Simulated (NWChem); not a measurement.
System: C2H4FNSi; SMILES N#C[C@@H](F)[SiH3]

Input file for NWChem:

```
start job
memory heap 200 mb stack 900 mb global 1100 mb
geometry units angstroms noautosym nocenter noautoz
  N      0.796092    -2.341100     0.169704
  C      0.224668    -1.372340    -0.104949
  C     -0.455271    -0.122602    -0.428743
  F     -1.667440    -0.045030     0.222207
  Si     0.602692     1.410767     0.067379
  H     -0.637331    -0.106247    -1.518838
  H      0.829096     1.368218     1.536780
  H     -0.179596     2.617852    -0.318117
  H      1.889447     1.351018    -0.681765
end
basis spherical
  * library sto-3g
end
dft
  xc hfexch
  iterations 150
end
property
  shielding
end
task dft property
```

NWChem printed, in part:

```
             Northwest Computational Chemistry Package (NWChem) 7.3.0
             --------------------------------------------------------

                             Geometry "geometry" -> ""
                             -------------------------

 Output coordinates in angstroms (scale by  1.889725989 to convert to a.u.)

  No.       Tag          Charge          X              Y              Z
 ---- ---------------- ---------- -------------- -------------- --------------
    1 N                    7.0000     0.79609200    -2.34110000     0.16970400
    2 C                    6.0000     0.22466800    -1.37234000    -0.10494900
    3 C                    6.0000    -0.45527100    -0.12260200    -0.42874300
    4 F                    9.0000    -1.66744000    -0.04503000     0.22220700
    5 Si                  14.0000     0.60269200     1.41076700     0.06737900
    6 H                    1.0000    -0.63733100    -0.10624700    -1.51883800
    7 H                    1.0000     0.82909600     1.36821800     1.53678000
    8 H                    1.0000    -0.17959600     2.61785200    -0.31811700
    9 H                    1.0000     1.88944700     1.35101800    -0.68176500

 Effective nuclear repulsion energy (a.u.)     200.9380450578

  xc_inp: hfexch multiplicative factor not found.
                              NWChem Property Module
                              ----------------------

  itol2e modified to match energy
  convergence criterion.

                                 NWChem DFT Module
                                 -----------------

 Summary of "ao basis" -> "ao basis" (spherical)
 ------------------------------------------------------------------------------
       Tag                 Description            Shells   Functions and Types
 ---------------- ------------------------------  ------  ---------------------
 N                           sto-3g                  3        5   2s1p
 C                           sto-3g                  3        5   2s1p
 F                           sto-3g                  3        5   2s1p
 Si                          sto-3g                  5        9   3s2p
 H                           sto-3g                  1        1   1s

  itol2e modified to match energy
  convergence criterion.

            General Information
            -------------------
          SCF calculation type: DFT
          Wavefunction type:  closed shell.
          No. of atoms     :     9
          No. of electrons :    46
           Alpha electrons :    23
            Beta electrons :    23
          Charge           :     0
          Spin multiplicity:     1
          Use of symmetry is: off; symmetry adaption is: off
          Maximum number of iterations: 150
          AO basis - number of functions:    33
                     number of shells:    21
          Convergence on energy requested:  1.00D-07
          Convergence on density requested:  1.00D-05
          Convergence on gradient requested:  5.00D-04

              XC Information
              --------------
                     Hartree-Fock (Exact) Exchange  1.000

      Superposition of Atomic Density Guess
      -------------------------------------

 Sum of atomic energies:        -513.29142786

      Non-variational initial energy
      ------------------------------

 Total energy =    -513.765042
 1-e energy   =   -1116.922739
 2-e energy   =     402.219652
 HOMO         =      -0.149690
 LUMO         =       0.233730

   convergence    iter        energy       DeltaE   RMS-Dens  Diis-err
 ---------------- ----- ----------------- --------- --------- ---------
 d= 0,ls=0.0,diis     1   -514.2859205440 -7.15D+02  4.47D-02  1.21D+00
 d= 0,ls=0.0,diis     2   -514.3677757343 -8.19D-02  2.22D-02  9.16D-01
 d= 0,ls=0.0,diis     3   -514.4858793731 -1.18D-01  3.64D-03  8.82D-03
 d= 0,ls=0.0,diis     4   -514.4878482385 -1.97D-03  1.66D-03  1.01D-03
 d= 0,ls=0.0,diis     5   -514.4880823073 -2.34D-04  3.16D-04  3.64D-05
  Resetting Diis
 d= 0,ls=0.0,diis     6   -514.4880908361 -8.53D-06  8.04D-05  2.58D-06
 d= 0,ls=0.0,diis     7   -514.4880914580 -6.22D-07  1.53D-05  1.40D-07
 d= 0,ls=0.0,diis     8   -514.4880915206 -6.26D-08  1.38D-05  5.57D-08
 d= 0,ls=0.0,diis     9   -514.4880915549 -3.43D-08  1.28D-05  2.96D-08
 d= 0,ls=0.0,diis    10   -514.4880915709 -1.60D-08  4.08D-06  2.19D-09

         Total DFT energy =     -514.488091570913
      One electron energy =    -1113.252690541467
           Coulomb energy =      446.916310279190
    Exchange-Corr. energy =      -49.089756366399
 Nuclear repulsion energy =      200.938045057763

 Numeric. integr. density =        0.000000000000

                       DFT Final Molecular Orbital Analysis
                       ------------------------------------

 Vector   21  Occ=2.000000D+00  E=-4.301526D-01
              MO Center= -2.5D-01, -6.7D-01, -6.5D-03, r^2= 3.8D+00
   Bfn.  Coefficient  Atom+Function         Bfn.  Coefficient  Atom+Function
  ----- ------------  ---------------      ----- ------------  ---------------
    19      0.563533  4 F  py                 4     -0.401843  1 N  py
     8     -0.334602  2 C  px                 2      0.231571  1 N  s
    20     -0.217355  4 F  pz                33      0.213448  9 H  s
    10     -0.189131  2 C  pz                14     -0.182189  3 C  py
    30     -0.172650  6 H  s                 31     -0.147653  7 H  s

 Vector   22  Occ=2.000000D+00  E=-4.120306D-01
              MO Center=  3.6D-01, -1.6D+00, -1.6D-03, r^2= 1.9D+00
   Bfn.  Coefficient  Atom+Function         Bfn.  Coefficient  Atom+Function
  ----- ------------  ---------------      ----- ------------  ---------------
     5      0.474154  1 N  pz                10      0.455177  2 C  pz
     3     -0.375699  1 N  px                 8     -0.342114  2 C  px
    18     -0.163918  4 F  px                30      0.156315  6 H  s
    20      0.147110  4 F  pz                15     -0.122387  3 C  pz
     9     -0.096144  2 C  py                32     -0.089097  8 H  s

 Vector   23  Occ=2.000000D+00  E=-3.560956D-01
              MO Center= -9.8D-02, -3.6D-01, -6.7D-02, r^2= 3.4D+00
   Bfn.  Coefficient  Atom+Function         Bfn.  Coefficient  Atom+Function
  ----- ------------  ---------------      ----- ------------  ---------------
    19      0.336056  4 F  py                14     -0.310088  3 C  py
     3      0.294300  1 N  px                28      0.279207  5 Si py
     5      0.253003  1 N  pz                18      0.249752  4 F  px
    13     -0.247306  3 C  px                20      0.221008  4 F  pz
     9      0.217700  2 C  py                30      0.210778  6 H  s

 Vector   24  Occ=0.000000D+00  E= 3.281877D-01
              MO Center=  2.6D-01, -1.3D+00,  1.1D-02, r^2= 2.5D+00
   Bfn.  Coefficient  Atom+Function         Bfn.  Coefficient  Atom+Function
  ----- ------------  ---------------      ----- ------------  ---------------
     3      0.640482  1 N  px                 8     -0.606305  2 C  px
    13     -0.294630  3 C  px                 4      0.279228  1 N  py
    27     -0.271593  5 Si px                18     -0.264399  4 F  px
     9     -0.255262  2 C  py                 5     -0.252775  1 N  pz
    26      0.237185  5 Si s                 10      0.220167  2 C  pz

[...]

          -----------------------------------------
          Chemical Shielding Tensors (GIAO, in ppm)
          -----------------------------------------

                                NWChem CPHF Module
                                ------------------

  scftype          =     RHF
  nclosed          =       23
  nopen            =        0
  variables        =      230
  # of vectors     =        3
  tolerance        = 0.10D-03
  level shift      = 0.00D+00
  max iterations   =       50
  max subspace     =       30

 SCF residual:    1.1840875333302956E-005

Iterative solution of linear equations
  No. of variables      230
  No. of equations        3
  Maximum subspace       30
        Iterations       50
       Convergence  1.0D-04

   iter   nsub   residual    time
   ----  ------  --------  ---------
     1      3    1.25D+00       4.1
     2      6    3.23D-01       4.5
     3      9    4.87D-02       4.9
     4     12    1.10D-02       5.2
     5     15    2.26D-03       5.6
     6     18    5.91D-04       6.0
     7     21    1.04D-04       6.3
     8     24    1.92D-05       6.7

      Atom:    1  N
        Diamagnetic
    317.8771    -11.0281      2.7115
    -11.0281    331.3306     -5.3156
      2.7115     -5.3156    312.6813

        Paramagnetic
   -298.0898   -134.5618     20.5205
   -134.5618   -149.6096    -66.0922
     20.5205    -66.0922   -358.7036

        Total Shielding Tensor
     19.7872   -145.5899     23.2320
   -145.5899    181.7210    -71.4077
     23.2320    -71.4077    -46.0223

           isotropic =      51.8286
          anisotropy =     347.7912

          Principal Components and Axis System
                 1           2           3
              283.6895    -79.9877    -48.2158

      1        -0.4861      0.5727     -0.6601
      2         0.8464      0.4966     -0.1924
      3        -0.2176      0.6522      0.7261

      Atom:    2  C
        Diamagnetic
    262.6716    -11.1825      2.8943
    -11.1825    278.5300     -4.8225
      2.8943     -4.8225    256.5758

        Paramagnetic
   -143.6058    -90.2890     32.0754
    -90.2890    -45.3089    -45.2334
     32.0754    -45.2334   -184.0122

        Total Shielding Tensor
    119.0658   -101.4715     34.9698
   -101.4715    233.2211    -50.0558
     34.9698    -50.0558     72.5635

           isotropic =     141.6168
          anisotropy =     250.0061

          Principal Components and Axis System
                 1           2           3
              308.2876     63.2520     53.3108

      1        -0.4931      0.6155     -0.6148
      2         0.8333      0.5373     -0.1304
      3        -0.2501      0.5766      0.7778

      Atom:    3  C
        Diamagnetic
    249.5965     -1.6821      0.5809
     -1.6821    255.4511     -0.5640
      0.5809     -0.5640    243.7413

        Paramagnetic
    -23.6665     -4.3288    -25.0409
     -4.3288    -73.0764      5.5493
    -25.0409      5.5493    -58.9404

        Total Shielding Tensor
    225.9301     -6.0110    -24.4600
     -6.0110    182.3747      4.9853
    -24.4600      4.9853    184.8008

           isotropic =     197.7019
          anisotropy =      60.9605

          Principal Components and Axis System
                 1           2           3
              238.3422    181.8140    172.9495

      1         0.8966      0.2151      0.3871
      2        -0.1339      0.9649     -0.2260
      3        -0.4221      0.1508      0.8939

      Atom:    4  F
        Diamagnetic
    478.1781     -2.2765    -19.2070
     -2.2765    440.9899      1.4467
    -19.2070      1.4467    448.4401

        Paramagnetic
     -6.1781     -8.4221     47.5779
     -8.4221     68.6121    -28.3838
     47.5779    -28.3838     42.2006

        Total Shielding Tensor
    472.0000    -10.6986     28.3709
    -10.6986    509.6020    -26.9370
     28.3709    -26.9370    490.6407

           isotropic =     490.7476
          anisotropy =      72.0499

          Principal Components and Axis System
                 1           2           3
              538.7808    483.1036    450.3583

      1         0.3714      0.5371      0.7574
      2        -0.6997      0.6981     -0.1520
      3         0.6104      0.4735     -0.6350

      Atom:    5  Si
        Diamagnetic
    867.3053      3.4846      0.7889
      3.4846    871.0426      1.3795
      0.7889      1.3795    864.8981

        Paramagnetic
   -239.3472     17.3299      7.6667
     17.3299   -222.5430      4.3224
      7.6667      4.3224   -241.2487

        Total Shielding Tensor
    627.9581     20.8145      8.4556
     20.8145    648.4997      5.7019
      8.4556      5.7019    623.6493

           isotropic =     633.3690
          anisotropy =      45.3850

          Principal Components and Axis System
                 1           2           3
              663.6257    623.4364    613.0450

      1         0.5305      0.2551      0.8084
      2         0.8162     -0.4110     -0.4060
      3         0.2286      0.8752     -0.4263

      Atom:    6  H
        Diamagnetic
     25.6943      0.0643      3.6231
      0.0643     25.9921     -0.2880
      3.6231     -0.2880     40.7233

        Paramagnetic
      1.6189     -0.3370     -1.7046
     -0.3370      2.5617      0.3682
     -1.7046      0.3682     -4.0371

        Total Shielding Tensor
     27.3132     -0.2728      1.9184
     -0.2728     28.5538      0.0802
      1.9184      0.0802     36.6862

           isotropic =      30.8511
          anisotropy =       9.3190

          Principal Components and Axis System
                 1           2           3
               37.0637     28.6018     26.8877

      1         0.1930     -0.1650      0.9672
      2         0.0031      0.9859      0.1675
      3         0.9812      0.0294     -0.1907

      Atom:    7  H
        Diamagnetic
     27.1904      1.1649      2.9668
      1.1649     28.1057      1.4634
      2.9668      1.4634     38.6126

        Paramagnetic
      0.7031     -0.1361     -0.9468
     -0.1361      0.7255     -0.2509
     -0.9468     -0.2509     -2.6113

        Total Shielding Tensor
     27.8935      1.0287      2.0200
      1.0287     28.8312      1.2126
      2.0200      1.2126     36.0014

           isotropic =      30.9087
          anisotropy =       8.7355

          Principal Components and Axis System
                 1           2           3
               36.7324     28.9156     27.0781

      1         0.2389      0.3795      0.8938
      2         0.1776      0.8879     -0.4244
      3         0.9547     -0.2601     -0.1447

      Atom:    8  H
        Diamagnetic
     29.6019     -4.1479      1.4976
     -4.1479     37.5195     -2.3791
      1.4976     -2.3791     26.9749

        Paramagnetic
     -0.1105      1.2479     -0.3827
      1.2479     -1.3918      0.6858
     -0.3827      0.6858      0.4444

        Total Shielding Tensor
     29.4915     -2.9000      1.1149
     -2.9000     36.1277     -1.6933
      1.1149     -1.6933     27.4193

           isotropic =      31.0128
          anisotropy =       9.8824

          Principal Components and Axis System
                 1           2           3
               37.6011     28.5316     26.9057

      1        -0.3537      0.8760     -0.3278
      2         0.9157      0.3958      0.0699
      3        -0.1910      0.2755      0.9421

      Atom:    9  H
        Diamagnetic
     36.9764      1.6089     -5.2677
      1.6089     28.2231     -0.1149
     -5.2677     -0.1149     28.9175

        Paramagnetic
     -2.0169     -0.2794      1.5157
     -0.2794      0.7870     -0.0416
      1.5157     -0.0416      0.4281

        Total Shielding Tensor
     34.9595      1.3295     -3.7521
      1.3295     29.0101     -0.1565
     -3.7521     -0.1565     29.3455

           isotropic =      31.1051
          anisotropy =       8.8970

          Principal Components and Axis System
                 1           2           3
               37.0364     28.9491     27.3297

      1         0.8866     -0.0049      0.4625
      2         0.1554      0.9450     -0.2879
      3        -0.4357      0.3271      0.8386
```

Level: Hartree-Fock/STO-3G, GIAO. STO-3G and 3-21G are far too small for this property and stand as cheap habits. All runs use the structure optimised with PBE0/def2-SVP. The printed shielding anisotropy is the first printed principal value minus the mean of the other two.
